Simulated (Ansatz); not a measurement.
**C3H3BCl2: structure from calculated spectroscopic constants**

These gas-phase data were calculated for one isomer of C3H3BCl2 at PBE-D3(BJ)/def2-SVP (harmonic, unscaled wavenumbers; equilibrium rotational constants with average atomic masses):

```
rotational constants            : 3.16, 1.695, 1.183 GHz
all wavenumbers above 1500 cm⁻¹ : 3256, 3205, 2998, 1733
```

Candidates:

(1) `C#CCB(Cl)Cl`, a singlet
(2) `ClB(Cl)C1C=C1`, a singlet

Q: Which candidate do the data belong to?

A: Candidate (2). No mode falls between 3300 and 3560 cm⁻¹, where the ≡C–H stretch of (1) would stand.

The same quantities for all candidates:

```
     rotational constants (GHz)  wavenumbers above 1500 cm⁻¹  E above the lowest, PBE-D3(BJ)/def2-SVP (kcal/mol)
(1)         2.546, 1.669, 1.168       3410, 3038, 2978, 2158                                                 0.0
(2)          3.16, 1.695, 1.183       3256, 3205, 2998, 1733                                                11.0
```

Harmonic stretches to hydrogen usually lie a few per cent above observed fundamentals. Each candidate is one conformer. Programs: Ansatz 0.2.0.
